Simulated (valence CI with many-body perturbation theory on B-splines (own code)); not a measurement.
## E1 transitions of Ca VII

Computed by configuration interaction combined with many-body perturbation theory (CI+MBPT): four valence electrons over a frozen Dirac-Fock core [Ne], radial functions for each j: 11 s, 11 p, 10 d, 8 f, 5 g, 2 h, with the one-electron correlation potential Σ1, the two-electron term Σ2, the three-electron term Σ3, Breit, model QED; selected CI, second order for the rest, scaled by the run's own slope (own B-spline code, finite nucleus).

Against 21 measured levels this calculation errs by 125 cm⁻¹ on average and by 402 at most. These come from a selection out of Sugar and Corliss, J. Phys. Chem. Ref. Data 8, 865 (1979). Levels without a partner in it may be off by more. Among the levels kept, up to 650 cm⁻¹ of a level comes from second order outside the variational space, and about a tenth of that is noise between levels of different J, which matters for small intervals.

Lines 301 to 350 of 571 in falling wavelength, among levels below 659300 cm⁻¹, chosen from the strongest by gf and those to the six lowest levels. Wavelengths and rates use the calculated energies, so an error of 100 cm⁻¹ moves a line at 36.51 nm by 0.037 % and its rate by three times that or more. Electric multipoles are in the length gauge, E1 and E2 with the static RPA response of the core. Weak lines are less certain than strong ones. Lines between different terms over intervals too small for the method are left out, as are lines whose strength nearly cancels. Where a level lies close to another of its J and parity, the split of strength between their lines is uncertain. The highest levels of a list are the least certain.

Names give the largest LS component (configuration and term), which can be under half, so a name can repeat, a term be missing and a line seem to break the LS rules; names also repeat where a configuration has a term twice. Letters in brackets count levels of one name in rising energy.

```csv
λ vac (nm),Upper,Lower,A (s⁻¹),log gf,Branch %
37.35,3s2 3p 3d 1D°_2,3s2 3p2 1D_2,2.60e+10,0.43,87.8
37.35,3s2 3p 4p 3P_2,3s2 3p 3d 3P°_1,1.70e+09,-0.75,8.9
37.32,3s2 3p 4p 3P_1,3s2 3p 3d 3P°_2,3.40e+09,-0.67,21.1
37.19,3s 3p2 3d 1D_2 [c],3s2 3p 3d 1D°_2,3.75e+09,-0.41,8.0
37.15,3p3 3d 3D°_1 [b],3p4 1D_2,5.17e+09,-0.49,33.9
37.09,3s2 3p 4p 3P_2,3s2 3p 3d 3P°_2,2.99e+09,-0.51,15.7
37.02,3s 3p2 3d 1S_0,3s 3p3 3S°_1,5.77e+09,-0.93,15.5
36.97,3p3 3d 3P°_1 [a],3p4 1D_2,4.51e+09,-0.56,29.0
36.91,3s2 3p 4p 3S_1,3s2 3p 3d 3P°_1,2.07e+09,-0.90,26.5
36.87,3s 3p2 3d 1P_1 [b],3s 3p3 1P°_1,2.43e+10,0.17,61.4
36.79,3p3 3d 1P°_1,3p4 1D_2,1.18e+10,-0.14,49.0
36.59,3s2 3p 3d 3D°_1,3s2 3p2 1D_2,3.10e+07,-2.73,0.1
36.58,3s 3p 3d2 5D°_2,3s 3p2 3d 5D_2,1.29e+09,-0.89,8.4
36.58,3s 3p 3d2 5D°_1,3s 3p2 3d 5D_0,1.86e+09,-0.95,11.9
36.56,3s 3p 3d2 5D°_3,3s 3p2 3d 5D_3,2.00e+09,-0.55,13.1
36.55,3s 3p 3d2 5D°_2,3s 3p2 3d 5D_1,2.13e+09,-0.67,13.8
36.51,3s 3p 3d2 5D°_4,3s 3p2 3d 5D_4,2.33e+09,-0.38,15.5
36.51,3s2 3p 3d 3D°_2,3s2 3p2 1D_2,7.23e+07,-2.14,0.2
36.50,3s 3p 3d2 5D°_3,3s 3p2 3d 5D_2,1.83e+09,-0.59,12.0
36.46,3s2 3p 3d 3D°_3,3s2 3p2 1D_2,1.58e+08,-1.66,0.4
36.44,3s 3p 3d2 5D°_4,3s 3p2 3d 5D_3,1.15e+09,-0.69,7.6
36.39,3s 3p2 3d 3D_1 [b],3s 3p3 3P°_1,3.45e+09,-0.69,19.6
36.38,3s 3p2 3d 3D_1 [b],3s 3p3 3P°_0,6.11e+09,-0.44,34.8
36.32,3s 3p2 3d 3D_2 [b],3s 3p3 3P°_2,1.54e+09,-0.82,9.0
36.32,3s 3p2 3d 3D_2 [b],3s 3p3 3P°_1,8.47e+09,-0.08,49.5
36.20,3s 3p2 3d 3D_3 [b],3s 3p3 3P°_2,9.80e+09,0.13,61.0
36.07,3s 3p2 3d 3P_2 [c],3s 3p3 1P°_1,3.30e+09,-0.49,5.3
36.05,3p3 3d 3P°_1 [a],3p4 3P_0,2.49e+09,-0.84,16.0
35.93,3p3 3d 3P°_1 [a],3p4 3P_1,4.19e+09,-0.61,26.9
35.92,3p3 3d 3P°_0 [a],3p4 3P_1,7.78e+09,-0.82,73.8
35.91,3s 3p2 3d 1P_1 [b],3s 3p3 3S°_1,7.16e+09,-0.38,18.1
35.90,3s 3p2 3d 3P_1 [c],3s 3p3 1P°_1,7.35e+09,-0.37,11.9
35.88,3p3 3d 1P°_1,3p4 3P_0,2.05e+09,-0.93,8.5
35.84,3s 3p2 3d 3P_0 [c],3s 3p3 1P°_1,6.02e+09,-0.94,9.6
35.81,3s2 3p 4p 1D_2,3s2 3p 3d 1D°_2,1.31e+09,-0.90,6.0
35.81,3s 3p 3d2 5F°_4,3s 3p2 3d 5D_4,1.18e+09,-0.69,3.5
35.78,3s 3p 3d2 5F°_3,3s 3p2 3d 5D_3,2.03e+09,-0.56,6.0
35.77,3s 3p2 3d 3P_0 [b],3s 3p3 3P°_1,2.41e+10,-0.33,93.0
35.77,3s 3p 3d2 5F°_2,3s 3p2 3d 5D_2,2.52e+09,-0.62,7.4
35.77,3s 3p 3d2 5F°_5,3s 3p2 3d 5D_4,7.15e+09,0.18,21.5
35.76,3p3 3d 1P°_1,3p4 3P_1,3.89e+09,-0.65,16.2
35.76,3s 3p 3d2 5F°_1,3s 3p2 3d 5D_1,2.73e+09,-0.80,8.0
35.74,3s 3p 3d2 5F°_1,3s 3p2 3d 5D_0,2.58e+09,-0.83,7.6
35.74,3s 3p 3d2 5F°_4,3s 3p2 3d 5D_3,5.32e+09,-0.04,16.0
35.73,3s 3p 3d2 5F°_2,3s 3p2 3d 5D_1,3.14e+09,-0.52,9.3
35.73,3s 3p 3d2 5F°_3,3s 3p2 3d 5D_2,4.04e+09,-0.27,12.0
35.72,3s 3p2 3d 3D_2 [a],3s 3p3 3D°_3,3.89e+09,-0.43,18.0
35.72,3s 3p2 3d 3P_1 [b],3s 3p3 3P°_2,8.49e+09,-0.31,32.8
35.71,3s 3p2 3d 3P_1 [b],3s 3p3 3P°_1,7.40e+09,-0.37,28.6
35.71,3s 3p2 3d 3P_1 [b],3s 3p3 3P°_0,8.21e+09,-0.33,31.7
```

(1) How does gf follow from A for the line at 35.84 nm?

Answers

(1) gf = 1.4992 × (2J+1)_upper × A / σ², with σ = 279035 cm⁻¹ and 2J+1 = 1: gf = 0.116.
